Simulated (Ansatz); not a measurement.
Species: C₂H₄BO, net charge 0, doublet state. SMILES: C=C[B]O
Coordinates optimised at B3LYP-D3(BJ)/def2-TZVP (Ansatz, a first-principles code):
```
C
C 1 1.3350
H 2 1.0842 1 121.01
H 2 1.0844 3 116.56 1 180.00
H 1 1.0912 2 118.51 3 -180.00
B 1 1.5412 5 118.79 2 -180.00
O 6 1.3461 1 122.95 5 0.00
H 7 0.9623 6 114.86 1 -180.00
```
Charge 0, spin multiplicity 2.

Wanted: size of the dipole moment, in D. Terms: LANL2DZ all-electron up to Ne; 6-311+G** with 5d; dispersion terms only where a functional's name holds one; non-relativistic; no spin-orbit coupling; open shells spin-unrestricted; 6-31G* and kin with 6d, 5d where marked. Ab initio and DFT rows: single points at B3LYP-D3(BJ) geometries (Ansatz).

```csv
level,program,size of the dipole moment (D)
B3LYP/STO-3G,Ansatz,1.43
B3LYP/3-21G,Ansatz,0.87
B3LYP/LANL2DZ,Ansatz,0.62
B3LYP/6-31G,Ansatz,0.87
B3LYP/6-31G*,Ansatz,0.72
B3LYP/6-31+G*,Ansatz,0.53
B3LYP/6-31G**,Ansatz,0.71
B3LYP/def2-SVP,Ansatz,0.60
B3LYP/cc-pVDZ,Ansatz,0.61
B3LYP/6-311+G**,Ansatz,0.46
```

No value to compare with is used here. The 10 habitual levels span 0.46 (B3LYP/6-311+G**) to 1.43 D (B3LYP/STO-3G).

The sets are all those run for this method; left out are runs that failed, that the program found above a lower state of the same kind, or whose <S^2> lies over 0.5 above the pure value.
